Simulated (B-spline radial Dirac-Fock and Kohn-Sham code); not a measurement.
# S⁴⁺: scattering cross sections and density moments

System: the S⁴⁺ ion, [Ne] 3s2, inside a Watson sphere of charge -4 and radius 2.4 Å (a model of the Madelung potential; inside it an electron's potential energy is raised by 24.0 eV).

Input of the calculation (task.json; shells as n, l, electrons):

```json
{"items": [{
  "Z": 16,
  "q": 4,
  "cfg": [[1, 0, 2], [2, 0, 2], [2, 1, 6], [3, 0, 2]],
  "A": 32,
  "rrms": 3.2611,
  "watson": [-4, 2.4],
  "do": ["scatter"],
  "s": [0.0, 0.05, 0.1, 0.15, 0.2, 0.25, 0.3, 0.35, 0.4, 0.45, 0.5, 0.6, 0.7, 0.8, 0.9, 1.0, 1.1, 1.2, 1.4, 1.6, 1.8, 2.0, 2.5, 3.0, 3.5, 4.0, 5.0, 6.0],
  "pz": [0, 0.1, 0.15, 0.22, 0.32, 0.47, 0.68, 1.0, 1.5, 2.2, 3.2, 4.7, 6.9, 10.0, 15.0, 22.0, 32.0, 47.0, 69.0, 100.0, 150.0],
  "hv_scatter": [1000, 5000, 8047.8, 17479.3, 20000, 30000, 100000, 500000]
}]}
```

Run with: `python xray_run.py task.json out`

These are calculated numbers from a radial finite-basis atomic code; the model is relativistic Hartree-Fock (Dirac-Fock) wave functions, averaged over the configuration.

```
Sum of ⟨r⟩                          : 6.732 bohr
Sum of ⟨r²⟩                         : 6.982 bohr²
Sum of ⟨1/r⟩                        : 57.227 per bohr
Langevin diamagnetic susceptibility : -5.53 × 10⁻⁶ cm³/mol
Lamb shielding (α²/3)Σ⟨1/r⟩         : 1016 ppm
```

Coherent scattering is the Thomson cross section weighted by f₀², without anomalous dispersion; incoherent scattering is Klein-Nishina weighted by S. The Lamb formula is the non-relativistic shielding expression. Electron correlation is left out.

```
hν (keV)  coherent (b)  incoherent (b)  incoherent per electron (b)
       1         93.22          0.1811                       0.0151
       5         61.65           1.812                        0.151
  8.0478         43.79           2.754                        0.230
 17.4793         17.30           4.665                        0.389
      20         14.20           4.941                        0.412
      30         7.676           5.551                        0.463
     100        0.9753           5.634                        0.469
     500       0.04312           3.456                        0.288
```

Incoherent scattering overtakes coherent scattering between 30 and 100 keV.
